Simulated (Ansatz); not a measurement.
`CBS[SiH2]C` → `CBS[SiH3]` + `[CH2]` (triplet) at 298.15 K and 1 bar (formal loss of a carbene).

Program: Ansatz. Geometries: PBE0-D4/def2-TZVP. ΔE: electronic, gas phase. CCSD(T)/CBS is the MP2 limit (def2-TZVPP, def2-QZVPP) plus CCSD(T) − MP2 in def2-TZVPP, frozen cores. This one scheme is used for every species. Triplets are unrestricted, without spin–orbit coupling. Each species was taken in one conformer, which may not be the lowest.

```tsv
species	CCSD(T)/CBS energy (Eh)	H − E (kJ/mol)	S (J/(mol·K))
`CBS[SiH2]C`	-793.23951	302.2	381.6
`CBS[SiH3]`	-753.96029	221.5	347.5
`[CH2]` (triplet)	-39.09499	55.4	195.3
```

H − E and S are ideal-gas, rigid-rotor, harmonic terms from PBE0-D4/def2-TZVP, for one conformer and one mirror image of each species, with the whole ground term of open shells counted as degenerate. 1 Eh = 2625.50 kJ/mol, R = 8.31446 J/(mol·K).

Q: By hand: ΔE, ΔH, ΔS and ΔG.

A: ΔE = (-753.96029) + (-39.09499) − (-793.23951) = 0.18423 Eh = 483.7 kJ/mol. Δ(H − E) = 221.5 + 55.4 − 302.2 = -25.3, so ΔH = 458.4 kJ/mol. ΔS = 347.5 + 195.3 − 381.6 = 161.2 J/(mol·K). ΔG = 458.4 − 298.15 × (161.2)/1000 = 410.3 kJ/mol.

Q: By hand: the equilibrium constant, and the temperature at which ΔG would vanish if ΔH and ΔS stayed fixed.

A: log₁₀ K = −ΔG/(RT ln 10) = -71.9. ΔG = 0 at ΔH/ΔS = 2844 K, far beyond where these terms or the molecules hold.

The number of gas molecules changes by +1, which sets the sign of ΔS. A doubt of 5 kJ/mol in ΔE shifts log₁₀ K by 0.9 here. Other conformers and mirror images would add mixing entropy, several J/(mol·K) or more a flexible species. Modes under 60 cm⁻¹, often nearly free rotors, make the harmonic entropy too high. A triplet takes part, so the spin changes. These are equilibria of isolated gas molecules and say nothing of rates. Largest T1 diagnostic: 0.013 (customary marks: 0.02 for closed shells, 0.045 for open ones).
